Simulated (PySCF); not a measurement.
## MSe for M along group 4

PBE with triple-zeta basis sets in PySCF, for the lowest determinant that a PBE0 search found; no spin–orbit coupling. De refers to high-spin ground-configuration atoms. A positive dipole means M(−)Se(+).

| M | basis | state (unpaired electrons) | Re (Å) | ωe (cm⁻¹) | De (eV) | μ (D) |
| --- | --- | --- | --- | --- | --- | --- |
| Ti | x2c-TZVPPall | triplet (σ ↑, δ ↑) | 2.213 | 412 | n/a | -4.74 |
| Zr | def2-TZVPP | triplet (σ ↑, δ ↑) | 2.335 | 358 | n/a | -4.94 |
| Hf | def2-TZVPP | singlet (closed shell) | 2.315 | 331 | n/a | -3.75 |

The shortest bond is that of TiSe (2.213 Å), the longest that of ZrSe (2.335 Å).

The rows differ in basis set, which adds steps of its own.

The state changes along the series, so neighbouring rows are not always alike in their bonding.

De is left out where the level can put another filling of the metal’s s and d shells below the measured ground configuration, by anything from nothing to about 1 eV. Spin–orbit coupling is left out, which matters for elements this heavy, above all for dissociation energies.
